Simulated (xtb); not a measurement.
H3N, charge +1, doublet, at a GFN2-xTB geometry (a state made from the parent by changing its charge; the spin is typed, not shown lowest). Base run: GFN2-xTB in xtb 6.7.1.

Here is a job for xtb.
```
$ xtb mol.xyz --gfn 2 --chrg 1 --uhf 1 --json

# file mol.xyz
4

N      0.00000000    -0.00000000     0.00000000
H      0.01502573     1.02772160    -0.01944823
H      0.88265094    -0.52673581     0.01709961
H     -0.89767667    -0.50098579     0.00234863
```

The base run was repeated with changes; each row names its change, and settings that it needs were set with it.

```
change         ΔE vs base (kJ/mol)  G_solv (kcal/mol)  SCF cycles
-------------  -------------------  -----------------  ----------
base                          0.00                  -           8
acc = 1000                    0.03                  -           5
etemp = 10000                -70.9                  -           9
etemp = 5000                -16.77                  -           9
etemp = 1000                 -0.01                  -           8
alpb = chcl3                -279.8             -66.95           8
etemp = 3000                 -3.85                  -           9
gbsa = water                -336.8             -80.98           8
```

ALPB and GBSA are two models with their own fitted parameters for each solvent, which aren't always the measured dielectric constant.
